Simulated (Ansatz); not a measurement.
CH$_{5}$AlBBrO. Total charge 0; spin multiplicity 1. The bonds changed during the relaxation, so this is another structure than the one it started from.

```xyz
10

B    -0.828   -0.680    0.377
C    -0.885    0.849    0.010
Br   -1.712   -1.468   -1.249
O     0.161    1.461   -0.314
Al    1.552    0.226   -0.153
H    -1.312   -1.023    1.415
H     0.390   -1.053    0.386
H    -1.817    1.426   -0.055
H     2.395    0.521    1.145
H     2.056   -0.258   -1.561
```

Question: List the harmonic frequencies (cm⁻¹, unscaled) at PBE0-D4/def2-TZVP in Ansatz. (Best estimate.)

Answer: Computed: 60, 104, 267, 304, 376, 480, 522, 568, 620, 653, 734, 742, 801, 967, 1020, 1053, 1364, 1391, 1601, 1962, 1988, 2122, 2611, 3066.

Question: Is this a minimum?

Answer: Yes, all 24 modes are real.

Question: Give the ideal-gas thermochemistry at 298.15 K and 1 bar (rigid rotor, harmonic oscillator; point group C1, symmetry number 1).

Answer: Zero-point energy 151.8 kJ/mol; H(298) − E = 172.4 kJ/mol; entropy 354.4 J/(mol·K), of which translation 171.4, rotation 117.9, vibration 65.1; G(298) − E = 66.7 kJ/mol. Modes under 100 cm⁻¹ are hindered rotations or soft bends, so the harmonic entropy is rough.
